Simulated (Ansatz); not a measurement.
Worked example: 2 Si(CH3)3(NH2) → Si(CH3)2(NH2)2 + Si(CH3)4

Species: Si(CH3)3(NH2), singlet; Si(CH3)2(NH2)2, singlet; Si(CH3)4 (tetramethylsilane), singlet. The partners trade CH3 for NH2; both sit on Si, so the bond types are kept.

Shapes, held fixed at every level: PBE0-D4/def2-TZVP. Flexible molecules stand in one conformer, not always the lowest. Programs: Ansatz 0.2.0. Electronic energies: no zero-point or thermal term.

At CCSD(T)/CBS estimate; 1 Eh = 2625.50 kJ/mol:

```
       species  energy (Eh)
 Si(CH3)3(NH2)  -464.639442
Si(CH3)2(NH2)2  -480.711892
      Si(CH3)4  -448.571009
```

Task: Work out ΔE of the reaction at this level.

Result: 
1. Products less reactants: (-480.711892) + (-448.571009) − [2 × (-464.639442)] = -0.004017 Eh = -10.5 kJ/mol.

Other levels give -10.7 (SPW92/def2-TZVPP) to -9.6 kJ/mol (PBE-D4/def2-TZVPP). No measured value is set beside it here. The CBS estimate extrapolates MP2 from def2-TZVPP and def2-QZVPP and adds CCSD(T) − MP2 in the triple-zeta set, cores frozen.
